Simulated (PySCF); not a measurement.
# Shapes and spin states of FeH6

All numbers come from PBE0 in PySCF with Fe def2-TZVP, H def2-TZVP; no relativity; density-fitted integrals.

Relaxations began from a few typed shapes and spin states; open shells are unrestricted. The search is not exhaustive: other isomers or separated fragments can lie lower, and high-lying points may rest on an excited occupation.

Which is the lowest minimum found?
A. triplet C2v: Fe–H 1.533 Å (×2), Fe–H 1.620 Å (×2), Fe–H 1.672 Å (×2), H–H 0.863 Å (×2); Fe–H–H 71.5° (×2), Fe–H–H 78.2° (×2), H–Fe–H 30.3° (×2), H–Fe–H 67.4° (×2), H–Fe–H 78.6°
B. singlet C2v: Fe–H 1.503 Å (×2), Fe–H 1.602 Å (×4), H–H 0.838 Å (×2); Fe–H–H 74.8° (×4), H–Fe–H 30.3° (×2), H–Fe–H 73.1° (×4), H–Fe–H 97.1° (×4), H–Fe–H 104.3°
C. singlet C2: Fe–H 1.487 Å (×2), Fe–H 1.556 Å (×2), Fe–H 1.609 Å (×2), H–H 0.867 Å (×2); Fe–H–H 70.7° (×2), Fe–H–H 77.6° (×2), H–Fe–H 31.7° (×2), H–Fe–H 65.3° (×2), H–Fe–H 86.5° (×2)

A. The others lie at 115.1 (singlet C2), 125.1 (singlet C2v, a saddle point) kJ/mol above it.

For the lowest minimum: with open d or f shells other occupations or spin states may lie lower.
